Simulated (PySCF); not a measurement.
DyO: from constants to spectrum

PBE0 constants of DyO, septet, about 9.1 electrons in the 4f shell (Mulliken), real f orbitals that mix terms (Dy x2c-SVPall, O x2c-SVPall; spin-free X2C with a Gaussian nucleus (PySCF 2.14); masses 163.9292 and 15.9949 u):

```
ωe                      : 869.2 cm⁻¹
ωexe                    : 2.49 cm⁻¹
Be                      : 0.36298 cm⁻¹
αe                      : 0.00151 cm⁻¹
De to Dy (4f10 6s2) + O : 5.86 eV
```

(1) What force constant and bond length do these constants imply?

(2) Estimate the centrifugal constant D from the Kratzer relation and find the Dunham coefficient a1.

These are scalar-relativistic numbers at best; spin–orbit coupling would shift them, the dissociation energy most. With d or f electrons several states lie close, and the lowest PBE0 determinant need not be the measured ground state.

Results:

(1) Reduced mass μred = 14.573 u; k = 5.8918×10⁻⁷·μred·ωe² (u, cm⁻¹, mdyn/Å) = 6.49 mdyn/Å; Re = √(16.8576/(μred·Be)) (u, cm⁻¹, Å) = 1.785 Å.

(2) D = 4Be³/ωe² = 2.53e-07 cm⁻¹; a1 = −1 − αeωe/(6Be²) = -2.66.
